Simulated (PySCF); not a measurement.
Computed shifts of a molecule C2H5BrSi, PBE0/pcSseg-1 in PySCF, GIAO, gas phase, atoms alike by connectivity averaged where their shifts nearly agree, in ppm (number of nuclei): ²⁹Si: -9.0 (1). ¹³C: 149.2 (1), 144.0 (1). ¹H: 6.79 (1), 6.76 (1), 6.67 (1), 5.70 (1), 5.41 (1). References: ²⁹Si against TMS (σ = 352.7 ppm); ¹³C against TMS (σ = 186.3 ppm); ¹H against TMS (σ = 31.56 ppm), references at their B3LYP-D3(BJ)/def2-TZVP geometries, non-relativistic (without spin–orbit terms, shifts of atoms bonded to Cl or Br come out too high). The structure is a stationary point at B3LYP-D3(BJ)/def2-SVP. The values are those of a single conformer.

Which molecule gave these data?
(A) C=C[SiH2]Br
(B) [SiH3]/C=C\Br
(C) C=C([SiH3])Br

A, C=C[SiH2]Br
